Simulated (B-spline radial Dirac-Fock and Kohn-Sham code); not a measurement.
# Form factor and incoherent scattering function of Sb³⁰⁺

System: antimony as Sb³⁰⁺ in the configuration [Ar] 3d3.

Level of theory: relativistic Hartree-Fock (Dirac-Fock) wave functions, averaged over the configuration; a radial finite-basis atomic code. f₀ is the Fourier transform of the spherical electron density, S the Waller-Hartree incoherent function, and s = sin θ/λ.

| s (Å⁻¹) | f₀ | S |
| --- | --- | --- |
| 0 | 21.000 | 0.000 |
| 0.05 | 20.978 | 0.022 |
| 0.06 | 20.968 | 0.032 |
| 0.07 | 20.956 | 0.043 |
| 0.08 | 20.943 | 0.056 |
| 0.1 | 20.910 | 0.088 |
| 0.13 | 20.849 | 0.148 |
| 0.16 | 20.772 | 0.223 |
| 0.2 | 20.645 | 0.346 |
| 0.24 | 20.492 | 0.495 |
| 0.3 | 20.214 | 0.762 |
| 0.37 | 19.822 | 1.136 |
| 0.45 | 19.292 | 1.635 |
| 0.56 | 18.444 | 2.418 |
| 0.69 | 17.305 | 3.443 |
| 0.85 | 15.783 | 4.769 |
| 1.04 | 13.938 | 6.323 |
| 1.29 | 11.673 | 8.188 |
| 1.59 | 9.449 | 10.060 |
| 1.96 | 7.547 | 11.850 |
| 2.41 | 6.189 | 13.460 |
| 2.97 | 5.200 | 14.946 |
| 3.66 | 4.241 | 16.333 |

f₀ starts at the number of electrons, 21, and has fallen to half at s ≈ 1.45 Å⁻¹. The sum of ⟨r²⟩ over the electrons is 1.219 bohr².

Values without a named source are computed, but for edge energies of neutral atoms, which are taken from tables.
